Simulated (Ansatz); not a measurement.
## One elementary step

Start structure (Si2H5F3, closed shell), relaxed at PBE0-D4/def2-TZVP:

```xyz
10
angstrom
Si -0.9754 -0.7013 -0.7525
Si 0.1195 1.2825 -0.2164
F -0.8079 -1.0705 -2.2812
F -0.4264 -1.9309 0.0792
F -2.5283 -0.6114 -0.4663
H 2.0191 -0.7547 2.1288
H 1.5775 -1.2815 1.8375
H -0.0867 1.5698 1.2244
H 1.5654 1.1266 -0.5097
H -0.4568 2.3715 -1.0438
```

The step: Si₂H₃F₃ ([F][Si]([F])([F])[SiH3]) + H₂ → SiHF₃ ([F][SiH]([F])[F]) + SiH₄; bonds formed: Si1–H7, Si2–H6; bonds broken: Si1–Si2, H6–H7. Program: Ansatz 0.2.0. Basis: def2-TZVPP and def2-QZVPP. Cores are frozen in the correlated methods. Extrapolation: Hartree–Fock as exp(−7.88 √X), correlation as X^−2.97. Energies below are by CCSD(T) at an estimated basis limit (MP2 extrapolated from triple and quadruple zeta, plus CCSD(T) − MP2 in triple zeta).

Question: What are the electronic barrier and the energy of the step, from the start structure to the end structure? (An estimate is asked for; the value comes from the calculation.)

Answer: By the calculation: Barrier 3.053 eV; step energy -0.317 eV (downhill); reverse barrier, their difference, 3.370 eV. Barrier and step energy count from the start structure, the reverse barrier from the end structure.

The saddle point: One imaginary mode of 1187i cm⁻¹.
```
   pair  start (Å)  saddle (Å)  end (Å)
 Si1–H7       3.68        1.84     1.46
 Si2–H6       3.64        1.69     1.49
Si1–Si2       2.33        2.57     4.20
  H6–H7       0.75        1.00     3.14
```

Zero-point energy (harmonic, PBE0-D4): ZPE is 1.247 eV at the start and 1.318 eV at the saddle, so the barrier goes from 3.053 to 3.124 eV.

T1 diagnostic: at most 0.014.

Labels in which every atom is bracketed show which atoms are joined, not bond orders.

For scale, one of the runs: CCSD(T)/def2-TZVPP, 247 basis functions, launched by `ansatz run in.yaml --threads 8 --pin off --events-out ev --progress --plain --max-ram 19148MiB`. Hardware: 8 CPU threads of an Intel Xeon 6975P-C, shared host. Wall time 21 s; peak host memory 5.7 GiB.
